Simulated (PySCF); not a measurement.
# B²⁺ (boron, charge +2) across methods

[He] 2p1, 2P determinant (an excited configuration). Calculation: PySCF 2.14, in aug-cc-pCVTZ-DK with one added diffuse shell each of s, p, d, f type (8s7p5d3f, 75 functions); the spin-free X2C one-electron Hamiltonian (Gaussian nucleus).

```csv
method,E (hartree),mean ε 1s α (eV),mean ε 1s β (eV),mean ε 2p α (eV),Σ⟨r²⟩ (bohr²),⟨S²⟩
UHF,-23.15859,-239.08,-238.45,-31.763,3.350,0.750
PBE0,-23.2026,-217.82,-217.22,-28.115,3.304,0.750
r2SCAN,-23.2319,-213.51,-213.01,-27.067,3.282,0.750
LDA,-22.9439,-208.49,-207.89,-26.419,3.322,0.750
BP86,-23.2354,-210.77,-210.28,-26.816,3.298,0.750
PBE,-23.1993,-210.48,-209.90,-26.772,3.301,0.750
BHandHLYP,-23.2346,-225.48,-224.93,-29.399,3.284,0.750
M06-2X,-23.2311,-224.58,-224.22,-29.236,3.307,0.750
```

Problem. Estimate the same row for revPBE.

Solution. E (hartree) = -23.2430; mean ε 1s α (eV) = -210.65; mean ε 1s β (eV) = -210.14; mean ε 2p α (eV) = -26.821; Σ⟨r²⟩ (bohr²) = 3.303; ⟨S²⟩ = 0.750.
